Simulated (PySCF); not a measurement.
Species: C7H10F2.
Atom-mapped SMILES: `[CH3:1][C@@:2]1([F:3])[CH:4]=[CH:5][C@@H:6]([F:7])[CH2:8][CH2:9]1`

Geometry (GFN2-xTB, Å), atoms numbered from 1 in this order:
```xyz
19
C7H10F2 angstrom
C      1.959   -0.295   -0.786
C      1.045   -0.166    0.431
F      1.841   -0.407    1.559
C      0.517    1.237    0.544
C     -0.754    1.559    0.378
C     -1.823    0.551    0.084
F     -2.705    1.079   -0.846
C     -1.241   -0.753   -0.447
C     -0.087   -1.196    0.445
H      2.390   -1.293   -0.819
H      2.766    0.430   -0.718
H      1.397   -0.114   -1.697
H      1.259    1.987    0.775
H     -1.091    2.582    0.447
H     -2.428    0.378    0.988
H     -2.015   -1.521   -0.476
H     -0.894   -0.586   -1.468
H     -0.439   -1.297    1.475
H      0.293   -2.166    0.122
```

Probes without a nucleus sit at each ring's centroid and 1 Å off its mean plane on both sides; NICS is minus the shielding there, NICSzz its component along the normal. Level: GIAO PBE0/pcSseg-1 (PySCF, non-relativistic, gas phase) on the GFN2-xTB geometry, one conformer.

Ring bond lengths (Å), with Mayer bond orders in brackets: C2–C4 1.503 (0.99), C4–C5 1.322 (1.88), C5–C6 1.498 (1.01), C6–C8 1.524 (1.03), C8–C9 1.524 (1.02), C9–C2 1.530 (1.02).

Task: What do the NICS probes read (ppm)?

Result: 
| ring | type | NICS(0) | NICS(1), two faces | NICS(1)zz, two faces | rms pucker (Å) | centre to ring atoms, mean (Å) |
| --- | --- | --- | --- | --- | --- | --- |
| C2–C4–C5–C6–C8–C9 | 6-membered carbocycle; formal bonds 1 double, 5 single | -1.8 | -2.6 / -2.9 | 1.9 / 2.4 | 0.20 | 1.45 |

Task: What do they say, and how far can they be read as aromaticity?

Result: 
- C2–C4–C5–C6–C8–C9: mean NICS(1)zz 2.2 ppm, near zero. C2, C6, C8, C9 have four or more neighbours, so the value isn't read as a sign of a π ring current.

Task: At the second NICS(1) probe listed for ring C2–C4–C5–C6–C8–C9, 1 Å off the ring, what do the in-plane components average?

Result: The isotropic value is a third of the trace: (3 × -2.9 − (2.4))/2 = -5.5 ppm.

Task: How shielded are the nuclei of the rings and their hydrogens (means over atoms taken as equivalent)?

Result: 
| atoms | environment | σ isotropic (ppm) | principal values of the symmetric part, first atom (ppm) |
| --- | --- | --- | --- |
| C2 | sp3 C–F carbon | 92.7 | 59.9, 69.1, 149.1 |
| C4 | alkene CH carbon | 44.2 | -61.7, 53.7, 140.6 |
| C5 | alkene CH carbon | 48.0 | -55.4, 54.6, 144.7 |
| C6 | sp3 C–F carbon | 95.0 | 59.2, 78.8, 147.1 |
| C8 | ring CH2 carbon | 153.6 | 139.9, 152.9, 168.0 |
| C9 | ring CH2 carbon | 149.2 | 135.1, 141.5, 170.9 |
| H13 | vinylic hydrogen | 25.55 | 24.0, 24.8, 27.8 |
| H14 | vinylic hydrogen | 25.47 | 23.2, 25.9, 27.3 |
| H15 | methine hydrogen | 26.31 | 22.8, 27.4, 28.8 |
| H16 | methylene hydrogen | 29.48 | 24.7, 27.9, 35.8 |
| H17 | methylene hydrogen | 29.99 | 26.4, 30.1, 33.5 |
| H18 | methylene hydrogen | 29.64 | 25.8, 29.1, 34.1 |
| H19 | methylene hydrogen | 29.73 | 25.5, 28.8, 34.9 |
